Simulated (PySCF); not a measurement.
Ligand exchange on a metal centre used in film growth or etching (Y Cl-F). Gas-phase values, no solvent.

These are PBE-D3(BJ)/def2-TZVP // r2SCAN-D4/def2-SVP (PySCF 2.14.0) values and carry that method's errors. All candidates: neutral, multiplicity 1. 

The LUMO is -3.15 eV and the HOMO is -8.56 eV. The dipole moment is 0.19 D.

Problem. Which member has these values?
A. [Y(Cl)(F)2]
B. [Y(F)3]
C. [Y(Cl)2(F)]
D. [Y(Cl)3]

Solution. B, [Y(F)3]. The others give [Y(Cl)3]: -3.69 eV, -7.74 eV, 0.00 D; [Y(Cl)2(F)]: -3.54 eV, -7.66 eV, 0.62 D; [Y(Cl)(F)2]: -3.36 eV, -7.53 eV, 0.78 D
